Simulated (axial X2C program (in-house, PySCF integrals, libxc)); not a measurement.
Levels of TlB⁺ by electron attachment to TlB²⁺ (EOM-EA-CCSD)

Computed with an in-house all-electron X2C program for linear molecules (integrals from PySCF): two-component X2C with atomic mean-field Coulomb and Gaunt terms, Gaussian nuclei, basis Tl dyall-acv3z, B dyall-av3z with contracted cores.

R = 2.921 Å (0.960 times 3.043 Å, the PBE0 minimum at charge 1 for the lowest determinant).

Levels of TlB⁺ obtained by attaching an electron to TlB²⁺:

| Ω | binding energy (eV) | above lowest (cm⁻¹) | attached spinor | one-particle weight |
| --- | --- | --- | --- | --- |
| 1/2 | 13.123 | 0 | 70% B pσ, 19% Tl pσ | 0.94 |
| 1/2 | 12.664 | 3702 | 86% B pπ, 6% Tl pπ | 0.94 |
| 3/2 | 12.637 | 3925 | 89% B pπ | 0.94 |
| 1/2 | 10.001 | 25182 | 74% Tl pπ, 8% B dπ, 8% B pπ | 0.95 |
| 3/2 | 9.252 | 31220 | 79% Tl pπ, 11% B dπ, 7% B pπ | 0.95 |

Problem. Take the first Ω = 1/2 and Ω = 3/2 rows of π character: how far apart are they, and which lies lower?

Solution. E(3/2) − E(1/2) = 3925 − 3702 = 223 cm⁻¹ at EOM-EA-CCSD: regular, Ω = 1/2 lower. Splittings at this level can be off by ten to twenty per cent.

This point took 21 s on 1 thread of Arm Neoverse V1, with other jobs on the host.

Reference electrons by ω block (each with its −ω partner): 1/2: 24, 3/2: 12, 5/2: 5, 7/2: 1. 14 electrons of TlB²⁺ correlated (inner shells frozen), 92 natural virtual spinors (a truncated set); levels can be off by some tenths of an eV. Roots sought by Ω: (1/2: 5, 3/2: 4, 5/2: 2, 7/2: 1); the list ends where they run out and leaves out roots under 60 % one-particle weight. The solver can skip a root, and states that need a further excitation, which the method places far too high, are missing though they may lie low or lowest. T1 of the reference 0.011 (Lee–Taylor). The reference was not checked to be the lowest state of its species. Number of frozen shells: Tl 5 s, 4 p, 2 d, 1 f; B 1 s.
